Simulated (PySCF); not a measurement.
PySCF input file for Al(Me)(H) (CH4Al), SMILES [AlH+][CH3], charge +1, PBE0-D3(BJ)/def2-TZVP. Coordinates come from a PBE0-D3(BJ)/def2-TZVP optimisation. The multiplicity is an assumed one; other spin states were not compared. The isomer is the one that the SMILES or the coordinates give; other isomers of the formula were not compared.

```python
import numpy as np
from pyscf import gto, scf, dft
from pyscf.hessian import thermo

mol = gto.M(
    atom='''
    Al    0.00000000   -0.00000000   -0.72430697
    C    -0.00000000    0.00000000    1.17449787
    H     0.89014864   -0.51392756    1.55035612
    H    -0.89014863   -0.51392755    1.55035612
    H     0.00000001    1.02785511    1.55035611
    H     0.00000000   -0.00000000   -2.28206487
    ''',
    basis='def2-TZVP',
    charge=1,
    spin=0,
    max_memory=1600,
    verbose=3,
)
mf = dft.RKS(mol, xc='pbe0').density_fit(auxbasis='def2-universal-jkfit')
mf.disp = 'd3bj'
mf.grids.level = 3
mf.conv_tol = 1e-11
mf.max_cycle = 100
mf.kernel()

# analytic Hessian; the response equations are solved on a coarser grid
h, args, fine = mf.Hessian(), (mf.mo_energy, mf.mo_coeff, mf.mo_occ), mf.grids
h1ao = h.make_h1(mf.mo_coeff, mf.mo_occ)
mf.grids = dft.Grids(mol).set(level=1).build(with_non0tab=True)
mo1, mo_e1 = h.solve_mo1(*args, h1ao)
mf.grids = fine
hess = h.hess_elec(*args, mo1, mo_e1, h1ao) + h.hess_nuc()
if mf.do_disp():
    hess += h.get_dispersion()
for i in range(mol.natm):  # the analytic DFT Hessian lacks the response of the grid: restore translational invariance
    hess[i, i] -= hess[i].sum(axis=0)
hess = (hess + hess.transpose(1, 0, 3, 2)) / 2
vib = thermo.harmonic_analysis(mol, hess, imaginary_freq=False)
thermo.dump_normal_mode(mol, vib)
th = thermo.thermo(mf, vib['freq_au'][vib['freq_au'] > 0], 298.15, 101325)
thermo.dump_thermo(mol, th)
g0 = mf.nuc_grad_method().set(verbose=0).kernel()

# dipole derivatives [dipole axis, atom, xyz] from the same response
r, irp = mol.intor('int1e_r'), mol.intor('int1e_irp').reshape(3, 3, mol.nao, mol.nao)
sl, dm0, ok = mol.aoslice_by_atom(), np.array(mf.make_rdm1()), []
dmu = np.einsum('a,xt->xat', mol.atom_charges(), np.eye(3))
for a, (_, _, p0, p1) in enumerate(sl):
    dmu[:, a] += 2 * np.einsum('xtij,ij->xt', irp[:, :, :, p0:p1], dm0.reshape(-1, mol.nao, mol.nao).sum(0)[:, p0:p1])
    for u, c, occ, f in [(mo1, mf.mo_coeff, mf.mo_occ, 4)]:
        dmu[:, a] -= f * np.einsum('tui,xuv,vi->xt', u[a], r, c[:, occ > 0], optimize=True)
L = vib['norm_mode']
ir = 974.8801 * (np.einsum('xat,kat->kx', dmu, L) ** 2).sum(1)       # km/mol
apt = np.einsum('xax->a', dmu) / 3
print('mode   freq/cm-1   IR/(km/mol)')
for k, w in enumerate(vib['freq_wavenumber']):
    print(f'{k + 1:4d} {w:11.2f} {ir[k]:13.3f}')
print('max |gradient| / (hartree/bohr):', abs(g0).max())
print('APT charges:', apt.round(4))
```

Output:

```
converged SCF energy = -282.499347391865

WARN: DFTD3 does not support analytical Hessian, using finite difference


WARN: Mole.unit (angstrom) is changed to Bohr

Mode                                 0                   1                   2
Irrep
Freq [cm^-1]                      364.9564            364.9598            682.6360
Reduced mass [au]                   1.0775              1.0775              5.2004
Force const [Dyne/A]                0.0846              0.0846              1.4278
Char temp [K]                     525.0910            525.0958            982.1612
Normal mode                   x     y     z       x     y     z       x     y     z
       0  Al                -0.00 -0.05  0.00   -0.05  0.00 -0.00   -0.00  0.00 -0.11
       1   C                 0.00  0.01 -0.00    0.01 -0.00 -0.00    0.00 -0.00  0.21
       2   H                 0.01  0.12  0.13    0.11  0.00 -0.23    0.00 -0.00  0.20
       3   H                -0.00  0.12  0.14    0.11 -0.01  0.22   -0.00 -0.00  0.20
       4   H                 0.00  0.11 -0.26    0.12 -0.00  0.01    0.00  0.00  0.20
       5   H                 0.02  0.88 -0.00    0.88 -0.02  0.00    0.00 -0.00 -0.13
Mode                                 3                   4                   5
Irrep
Freq [cm^-1]                      713.6744            713.6830           1223.3389
Reduced mass [au]                   1.2594              1.2594              1.1868
Force const [Dyne/A]                0.3779              0.3779              1.0465
Char temp [K]                    1026.8186           1026.8310           1760.1123
Normal mode                   x     y     z       x     y     z       x     y     z
       0  Al                 0.00 -0.04 -0.00    0.04  0.00  0.00    0.00  0.00  0.00
       1   C                -0.00  0.12  0.00   -0.12 -0.00 -0.00   -0.00  0.00  0.12
       2   H                -0.05 -0.21 -0.32    0.16  0.05 -0.54    0.18 -0.10 -0.48
       3   H                 0.05 -0.22 -0.31    0.16 -0.05  0.54   -0.18 -0.10 -0.48
       4   H                 0.00 -0.13  0.63    0.24  0.00 -0.01   -0.00  0.21 -0.48
       5   H                -0.00  0.28 -0.00   -0.28 -0.00  0.00   -0.00 -0.00 -0.02
Mode                                 6                   7                   8
Irrep
Freq [cm^-1]                     1405.7393           1405.7440           2048.3307
Reduced mass [au]                   1.0501              1.0501              1.0486
Force const [Dyne/A]                1.2226              1.2226              2.5922
Char temp [K]                    2022.5458           2022.5526           2947.0918
Normal mode                   x     y     z       x     y     z       x     y     z
       0  Al                -0.00  0.01 -0.00   -0.01 -0.00  0.00   -0.00  0.00  0.04
       1   C                -0.00  0.06 -0.00   -0.06 -0.00  0.00    0.00 -0.00 -0.01
       2   H                -0.37 -0.48  0.17    0.07  0.40  0.27   -0.00  0.00  0.01
       3   H                 0.38 -0.51  0.15    0.04 -0.36 -0.28    0.00  0.00  0.01
       4   H                 0.03  0.16 -0.32    0.71 -0.01  0.01   -0.00 -0.00  0.01
       5   H                 0.00 -0.02 -0.00    0.02  0.00  0.00   -0.00 -0.00 -0.98
Mode                                 9                  10                  11
Irrep
Freq [cm^-1]                     3038.5058           3133.6544           3133.6578
Reduced mass [au]                   1.0325              1.1006              1.1006
Force const [Dyne/A]                5.6162              6.3677              6.3677
Char temp [K]                    4371.7334           4508.6310           4508.6358
Normal mode                   x     y     z       x     y     z       x     y     z
       0  Al                 0.00 -0.00  0.00    0.00 -0.00 -0.00   -0.00 -0.00 -0.00
       1   C                -0.00 -0.00 -0.05    0.01 -0.09  0.00   -0.09 -0.01  0.00
       2   H                 0.46 -0.27  0.18   -0.38  0.20 -0.17    0.50 -0.30  0.22
       3   H                -0.46 -0.27  0.18    0.26  0.13 -0.11    0.57  0.34 -0.25
       4   H                -0.00  0.54  0.18    0.00  0.72  0.28   -0.02  0.09  0.03
       5   H                 0.00  0.00 -0.00    0.00 -0.00  0.00   -0.00 -0.00  0.00
temperature 298.1500 [K]
pressure 101325.00 [Pa]
Rotational constants [GHz] 158.18730 11.32552 11.32552
Symmetry number 3
Zero-point energy (ZPE) 0.04153 [Eh]   109032.918 [J/mol]
                           tot       elec      trans        rot        vib
Entropy [J/mol/K]       244.778      0.000    155.661     75.797     13.320
Cv [J/mol/K]             49.905      0.000     12.472     12.472     24.962
Cp [J/mol/K]             58.220      0.000     20.786     12.472     24.962
Internal energy [J/mol]                      3718.434   3718.434 111802.165
Internal energy [Eh]   -282.45393  -282.49935
Enthalpy [J/mol]                             6197.391   3718.434 111802.165
Enthalpy [Eh]          -282.45299
Gibbs free energy [J/mol]                  -40213.073 -18880.392 107830.928
Gibbs free energy [Eh] -282.48078
mode   freq/cm-1   IR/(km/mol)
   1      364.96        42.765
   2      364.96        42.767
   3      682.64        15.931
   4      713.67        90.375
   5      713.68        90.362
   6     1223.34         1.988
   7     1405.74         3.795
   8     1405.74         3.795
   9     2048.33        11.664
  10     3038.51        19.275
  11     3133.65        14.440
  12     3133.66        14.443
max |gradient| / (hartree/bohr): 4.62873159110866e-05
APT charges: [ 1.275  -0.3566  0.0865  0.0865  0.0865 -0.1779]
```

The run converged.

Cost: very roughly 40 core-seconds.
